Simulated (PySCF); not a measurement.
Isomers of C2H4N2. All species are isolated molecules in the gas phase. One relaxed conformer stands for each flexible species; it need not be the lowest. Strings in code marks are SMILES.

The dipole moment from two functionals at the same geometries (B3LYP-D3(BJ)/def2-TZVP), both in PySCF: PBE-D3(BJ)/def2-TZVP and B3LYP-D3(BJ)/def2-TZVP. B3LYP has the VWN-RPA correlation part, as in Gaussian. 

```tsv
species	PBE-D3(BJ)/def2-TZVP (D)
`N(C#N)C`	4.84
`C(=N)=NC`	2.07
`C(N)#CN`	1.21
```

Problem. What does B3LYP-D3(BJ)/def2-TZVP give for each?

Solution. 
- `N(C#N)C`: 4.90
- `C(=N)=NC`: 2.16
- `C(N)#CN`: 1.25
Over these rows, drawn at random from the members with no instability flagged (it was tested for open shells, ions and some series alone), PBE minus B3LYP-D3(BJ): mean -0.06 D, from -0.09 D to -0.04 D.
